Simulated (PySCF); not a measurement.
Isomers of C5H10N2SSi2, one GFN2-xTB conformer each. Single-point energies are computed at PBE0/pcSseg-1 (PySCF, gas phase, no added dispersion term), electronic only.

| SMILES | GFN2-xTB relative energy (kJ/mol) |
| --- | --- |
| C=Cc1cc([SiH2]S[SiH3])n[nH]1 | 0.0 |
| C=C[SiH2]c1cc(S[SiH3])n[nH]1 | 103.4 |

Conformers: `[CH2:1]=[CH:2][c:3]1[cH:4][c:5]([SiH2:6][S:7][SiH3:8])[n:9][nH:10]1` with C1–C2–C3–C4 1°, C4–C5–Si6–S7 -106°, C5–Si6–S7–Si8 -35°; `[CH2:1]=[CH:2][SiH2:3][c:4]1[cH:5][c:6]([S:7][SiH3:8])[n:9][nH:10]1` with C1–C2–Si3–C4 5°, C2–Si3–C4–C5 -75°, C5–C6–S7–Si8 -179°.

Task: What does PBE0/pcSseg-1 give for the same structures?

Result: 
| SMILES | PBE0/pcSseg-1 E (Eh) | PBE0/pcSseg-1 (kJ/mol) | GFN2-xTB (kJ/mol) | point group |
| --- | --- | --- | --- | --- |
| C=Cc1cc([SiH2]S[SiH3])n[nH]1 | -1282.42253 | 0.0 | 0.0 | C1 |
| C=C[SiH2]c1cc(S[SiH3])n[nH]1 | -1282.38689 | 93.6 | 103.4 | C1 |

Both levels put the same isomer lowest. 

Task: Which frontier levels, dipoles and rotational constants go with these structures?

Result: 
```
                      SMILES  HOMO (eV, PBE0/pcSseg-1)  LUMO (eV)  dipole (D)       A, B, C (MHz)
C=Cc1cc([SiH2]S[SiH3])n[nH]1                     -6.86      -1.22        4.63  1681, 437.3, 394.2
C=C[SiH2]c1cc(S[SiH3])n[nH]1                     -6.40      -0.54        3.42  2208, 374.4, 358.6
```
